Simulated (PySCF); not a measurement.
B2O2, triplet, at the geometry optimised at the base level (a higher spin typed on purpose: for a closed-shell molecule this is an excited state); B3LYP/STO-3G, frequencies run with PySCF.

Input for PySCF:
```python
from pyscf import gto, scf, dft
from pyscf.hessian import thermo

mol = gto.Mole()
mol.atom = '''
    O    -1.69654679   -0.02720091   -0.80513285
    B    -0.96544847   -0.02758775    0.37114567
    B     0.66857924    0.01134231    0.27462533
    O     1.88209006    0.03735431    0.40152597
'''
mol.basis = 'sto-3g'
mol.spin = 2
mol.verbose = 3
mol.build()

mf = dft.UKS(mol)
mf.xc = 'b3lyp'
mf.grids.level = 1
mf.kernel()
hess = mf.Hessian().kernel()
freq = thermo.harmonic_analysis(mf.mol, hess)
print('frequencies / cm-1', freq['freq_wavenumber'].round(1))
th = thermo.thermo(mf, freq['freq_au'], 298.15, 101325)
thermo.dump_thermo(mf.mol, th)
```

It wrote (shortened):

```
converged SCF energy = -197.364774780167  <S^2> = 2.0024028  2S+1 = 3.0016014
frequencies / cm-1 [ 181.7  308.2  439.5  764.1 1374.1 2065.6]
temperature 298.1500 [K]
pressure 101325.00 [Pa]
Rotational constants [GHz] 83.63767 3.98312 3.80206
Symmetry number 1
Zero-point energy (ZPE) 0.01169 [Eh]   30703.671 [J/mol]
                           tot       elec      trans        rot        vib
Entropy [J/mol/K]       283.961      9.134    158.407     96.463     19.958
Cv [J/mol/K]             48.973      0.000     12.472     12.472     24.029
Cp [J/mol/K]             57.287      0.000     20.786     12.472     24.029
Internal energy [J/mol]                      3718.434   3718.434  34302.839
Internal energy [Eh]   -197.34888  -197.36477
Enthalpy [J/mol]                             6197.391   3718.434  34302.839
Enthalpy [Eh]          -197.34793
Gibbs free energy [J/mol]                  -41031.553 -25041.862  28352.493
Gibbs free energy [Eh] -197.38018
```
